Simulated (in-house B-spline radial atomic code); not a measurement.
Settings and results of a run for Ge VIII (Ge7+). Computed with a B-spline radial code for spherical atoms: non-relativistic TPSSh, spin-polarised, spherical fractional occupations, exact exchange averaged over the configuration, point nucleus.

Command:
```bash
python run_scf.py task.json out
```
Settings:
```
Z                32
configuration    [Ar] 3d7
hamiltonian      nr
method           tpssh
spin_polarised   True
exact_exchange   averaged over the configuration
```

Output (hartree, bohr):
```
 radial grid: 44 intervals, B-splines of order 8, outer radius 8.961 bohr

 iter        energy (Eh)    residual
    1       -2060.107453    4.89e-02
    2       -2060.109909    1.19e-03
    3       -2060.109918    4.67e-04
    4       -2060.109918    2.10e-04
    5       -2060.109918    1.37e-05
    6       -2060.109918    7.31e-06
    7       -2060.109918    1.13e-06
    8       -2060.109918    5.18e-08

 total energy                     -2060.10992
 kinetic                            2058.9895
 electron-nucleus                  -4798.0886
 Hartree                             753.4841
 exact exchange                       -7.2334
 exchange-correlation                -67.2617

 orbital      occ     eigenvalue          <r>       <r^2>       <1/r>     <1/r^3>       r_max
 1s up      1.000      -403.8045    0.0478325  0.00306482     31.5135           -     0.03158
 1s down    1.000      -403.8043    0.0478322  0.00306478     31.5137           -     0.03158
 2s up      1.000       -55.0458     0.213588   0.0537243     6.92689           -      0.1793
 2s down    1.000       -54.9376     0.213312   0.0535775     6.93658           -      0.1792
 2p up      3.000       -49.5244     0.185294   0.0419908     6.88801     936.869      0.1427
 2p down    3.000       -49.4350     0.184995   0.0418409     6.89669     939.471      0.1426
 3s up      1.000       -11.2629     0.613433    0.431095     2.31036           -      0.5431
 3s down    1.000       -11.0604     0.615806     0.43453     2.29802           -      0.5439
 3p up      3.000        -9.4052     0.620156    0.447703     2.20657     137.886      0.5361
 3p down    3.000        -9.1933     0.623617    0.452928     2.19198     135.649      0.5372
 3d up      5.000        -6.1888     0.625507    0.473684     1.98938     17.5998      0.4777
 3d down    2.000        -5.9937     0.632936    0.486348      1.9723     17.3133      0.4803
```

Run time, properties included: 0.64 s on 1 thread of Arm Neoverse N1, on a shared host.
